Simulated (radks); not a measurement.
Coherent X-ray form factor from a spherical all-electron density. Calculated with a radial shooting solver on a logarithmic mesh with Libxc functionals: Dirac Kohn-Sham, PBE, spin-unpolarised, spherical densities, point nucleus.

sin(theta)/lambda (1/angstrom),f0 (electrons)
0.05,33.438
0.1,31.933
0.15,29.898
0.2,27.743
0.25,25.718
0.3,23.911
0.4,20.862
0.5,18.264
0.6,15.919
0.8,12.000
1,9.283
1.25,7.300
1.5,6.225
2,4.928

The species is in the configuration that NIST lists as its ground one. Which atom or ion scatters so?

Answer. The bromine ion Br+, [Ar] 3d10 4s2 4p4. Extrapolating in s^2 from the first two rows gives f0(0) = 33.9, near the electron count 34; among species with that count, the fall with angle is slower the higher Z, and the table is that of Z = 35; from so few rows the species is fixed only to a neighbour or two.
